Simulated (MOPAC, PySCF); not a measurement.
H₂BFO₂, SMILES `OB(O)F` (H–O–B–F torsion 0°, F–B–O–H torsion 180°), neutral singlet in the gas phase. 

Z-matrix (Å, degrees):
```
B
F 1 1.3329
O 1 1.3517 2 117.88
H 3 0.9597 1 112.46 2 180.00
O 1 1.3604 2 120.52 3 180.00
H 5 0.9598 1 113.14 2 0.00
```
Charge 0, spin multiplicity 1.

All levels are single points at this geometry (PBE0-D4/def2-TZVP); Pople sets use spherical d functions. Orbital energies aren't observables, and empty levels follow the basis.

| level | HOMO (eV) | LUMO (eV) | gap (eV) | dipole (D) | vertical IE, Delta-SCF (eV) |
|---|---|---|---|---|---|
| B3LYP-D3(BJ)/def2-TZVP in PySCF | -9.46 | 0.03 | 9.49 | 1.91 | – |
| PBE0-D4/def2-TZVP in PySCF | -9.73 | 0.45 | 10.18 | 1.91 | – |
| M06-2X/6-31G* in PySCF | -11.00 | 2.99 | 13.99 | 1.96 | – |
| HF/6-31G* in PySCF | -13.99 | 5.70 | 19.69 | 2.05 | – |
| AM1 in MOPAC | -12.99 | 1.92 | 14.90 | 1.62 | – |
| PM6 in MOPAC | -12.61 | 1.14 | 13.74 | 1.96 | – |
